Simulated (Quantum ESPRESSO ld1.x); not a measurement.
Input file for ld1.x (Quantum ESPRESSO 7.5):

```
 &input
    zed=7.0,
    iswitch=1,
    rel=1,
    lsd=1,
    dft='PW',
    config='1s1',
    verbosity='high',
    prefix='ld1',
    max_out_wfc=37,
    file_charge='ld1.rho',
 /
```

Command: `OMP_NUM_THREADS=1 ld1.x < ld1.in > ld1.out`

Output:

```
     Program LD1 v.7.5 starts

     --------------------------- All-electron run ----------------------------

     scalar relativistic calculation

     atomic number is  7.00
     dft =PW   lsd =1 sic =0 latt =0  beta=0.20 tr2=1.0E-14
     Exchange-correlation= PW
                           (   1   4   0   0   0   0   0)
     mesh =1819 r(mesh) =  99.29447 a.u. xmin = -8.00 dx = 0.00800
     1 Ry =  13.60569312 eV, c = 137.03599908

     n l     nl                  e(Ry)          e(Ha)          e(eV)
     1 0     1S 1( 1.00)     -45.408132379     -22.704066190   -617.8091144
     1 0     1S 2( 0.00)     -41.177977314     -20.588988657   -560.2549228

     final scf error:  6.6E-19 reached in   9 iterations

     Etot =     -48.501931 Ry,     -24.250965 Ha,    -659.902388 eV
     Total magnetization:    1.00 Bohr mag.

     Ekin =      48.501659 Ry,      24.250829 Ha,     659.898687 eV
     Encl =     -97.530881 Ry,     -48.765441 Ha,   -1326.975241 eV
     Eh   =       4.345463 Ry,       2.172731 Ha,      59.123034 eV
     Exc  =      -3.818171 Ry,      -1.909086 Ha,     -51.948868 eV

     normalization and overlap integrals

     s(1S/1S) =  1.000000  <r> =   0.2160  <r2> =    0.0623  r(max) =   0.1429
     s(1S/1S) =  1.000000  <r> =   0.2260  <r2> =    0.0686  r(max) =   0.1487

     ------------------------ End of All-electron run ------------------------
```

Run on one thread of a shared host, so times are rough (Intel(R) Xeon(R) Processor @ 2.60GHz): 0.31 s of CPU time, 1.2 s wall, 9 iterations on 1819 mesh points.
